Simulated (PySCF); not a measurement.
PySCF input for Al(Me)(H) (CH4Al), SMILES [AlH+][CH3], charge +1, PBE-D3(BJ)/def2-TZVP. Geometry optimised at PBE-D3(BJ)/def2-TZVP. The spin state was assumed, not searched. The isomer is the one that the SMILES or the coordinates give; other isomers of the formula were not compared.

```python
import numpy as np
from pyscf import gto, scf, dft, df
from pyscf.hessian import thermo

mol = gto.M(
    atom='''
    Al   -0.00000005    0.00000003   -0.72827601
    C     0.00000008   -0.00000004    1.18233223
    H     0.89690454   -0.51782807    1.55745431
    H    -0.89690433   -0.51782808    1.55745442
    H     0.00000010    1.03565598    1.55745442
    H    -0.00000015    0.00000008   -2.29876836
    ''',
    basis='def2-TZVP',
    charge=1,
    spin=0,
    max_memory=1600,
    verbose=3,
)
mf = dft.RKS(mol, xc='pbe').density_fit(auxbasis='def2-universal-jkfit')
mf.disp = 'd3bj'
mf.grids.level = 3
mf.conv_tol = 1e-11
mf.max_cycle = 100
mf.kernel()

# [left out here: the lines that compute and print the analytic Hessian (its translational invariance restored by hand, since the grid's response is missing), thermochemistry and intensities]
```

It prints:

```
converged SCF energy = -282.468416473949

WARN: DFTD3 does not support analytical Hessian, using finite difference


WARN: Mole.unit (angstrom) is changed to Bohr

Mode                                 0                   1                   2
Irrep
Freq [cm^-1]                      347.8237            347.8249            660.2063
Reduced mass [au]                   1.0785              1.0785              5.3469
Force const [Dyne/A]                0.0769              0.0769              1.3731
Char temp [K]                     500.4409            500.4426            949.8898
Normal mode                   x     y     z       x     y     z       x     y     z
       0  Al                -0.01 -0.05 -0.00   -0.05  0.01  0.00    0.00  0.00 -0.11
       1   C                 0.00  0.01  0.00    0.01 -0.00 -0.00   -0.00 -0.00  0.21
       2   H                 0.03  0.11  0.08    0.11 -0.02 -0.25    0.01 -0.00  0.19
       3   H                 0.02  0.11  0.18    0.11 -0.03  0.19   -0.01 -0.00  0.19
       4   H                 0.03  0.11 -0.25    0.12 -0.02  0.06    0.00  0.01  0.19
       5   H                 0.19  0.86 -0.00    0.86 -0.19  0.00   -0.00 -0.00 -0.13
Mode                                 3                   4                   5
Irrep
Freq [cm^-1]                      697.0735            697.0788           1177.3480
Reduced mass [au]                   1.2573              1.2573              1.1797
Force const [Dyne/A]                0.3599              0.3599              0.9635
Char temp [K]                    1002.9336           1002.9412           1693.9416
Normal mode                   x     y     z       x     y     z       x     y     z
       0  Al                -0.00 -0.04 -0.00    0.04 -0.00 -0.00    0.00  0.00  0.00
       1   C                 0.00  0.12  0.00   -0.12  0.00  0.00   -0.00 -0.00  0.11
       2   H                -0.05 -0.22 -0.30    0.16  0.04 -0.55    0.18 -0.10 -0.49
       3   H                 0.04 -0.21 -0.33    0.16 -0.05  0.53   -0.18 -0.10 -0.49
       4   H                -0.01 -0.13  0.63    0.24 -0.00  0.02   -0.00  0.20 -0.49
       5   H                 0.01  0.27 -0.00   -0.27  0.01 -0.00    0.00 -0.00 -0.02
Mode                                 6                   7                   8
Irrep
Freq [cm^-1]                     1361.7200           1361.7296           1977.6171
Reduced mass [au]                   1.0504              1.0504              1.0492
Force const [Dyne/A]                1.1476              1.1476              2.4175
Char temp [K]                    1959.2119           1959.2258           2845.3507
Normal mode                   x     y     z       x     y     z       x     y     z
       0  Al                 0.00  0.01  0.00   -0.01  0.00  0.00    0.00 -0.00 -0.04
       1   C                 0.00  0.06  0.00   -0.06  0.00 -0.00   -0.00  0.00  0.01
       2   H                -0.38 -0.52  0.14    0.04  0.35  0.28    0.00 -0.00 -0.01
       3   H                 0.37 -0.47  0.18    0.08 -0.41 -0.27   -0.00 -0.00 -0.01
       4   H                -0.04  0.16 -0.32    0.71  0.01 -0.02   -0.00  0.01 -0.01
       5   H                -0.00 -0.03 -0.00    0.03 -0.00  0.00   -0.00  0.00  0.98
Mode                                 9                  10                  11
Irrep
Freq [cm^-1]                     2962.5109           3054.2461           3054.2629
Reduced mass [au]                   1.0317              1.1007              1.1007
Force const [Dyne/A]                5.3351              6.0496              6.0496
Char temp [K]                    4262.3935           4394.3802           4394.4043
Normal mode                   x     y     z       x     y     z       x     y     z
       0  Al                 0.00 -0.00  0.00   -0.00  0.00  0.00   -0.00 -0.00 -0.00
       1   C                -0.00  0.00 -0.05   -0.00  0.09  0.00   -0.09 -0.00 -0.00
       2   H                 0.47 -0.27  0.18    0.34 -0.18  0.15    0.52 -0.32  0.23
       3   H                -0.47 -0.27  0.18   -0.30 -0.15  0.13    0.55  0.33 -0.24
       4   H                -0.00  0.54  0.18   -0.00 -0.72 -0.27   -0.02  0.03  0.01
       5   H                -0.00  0.00 -0.00   -0.00  0.00  0.00   -0.00 -0.00 -0.00
temperature 298.1500 [K]
pressure 101325.00 [Pa]
Rotational constants [GHz] 155.81323 11.18903 11.18903
Symmetry number 1
Zero-point energy (ZPE) 0.04032 [Eh]   105866.172 [J/mol]
                           tot       elec      trans        rot        vib
Entropy [J/mol/K]       255.054      0.000    155.661     85.095     14.298
Cv [J/mol/K]             50.930      0.000     12.472     12.472     25.987
Cp [J/mol/K]             59.245      0.000     20.786     12.472     25.987
Internal energy [J/mol]                      3718.434   3718.434 108809.869
Internal energy [Eh]   -282.42414  -282.46842
Enthalpy [J/mol]                             6197.391   3718.434 108809.869
Enthalpy [Eh]          -282.42320
Gibbs free energy [J/mol]                  -40213.073 -21652.603 104547.029
Gibbs free energy [Eh] -282.45216
mode   freq/cm-1   IR/(km/mol)
   1      347.82        33.934
   2      347.82        33.932
   3      660.21        14.887
   4      697.07        79.087
   5      697.08        79.075
   6     1177.35         1.096
   7     1361.72         3.583
   8     1361.73         3.583
   9     1977.62        11.050
  10     2962.51        22.510
  11     3054.25        14.961
  12     3054.26        14.968
max |gradient| / (hartree/bohr): 3.672767456919279e-05
APT charges: [ 1.2281 -0.3266  0.086   0.086   0.0861 -0.1597]
```

The calculation finished and met its thresholds.
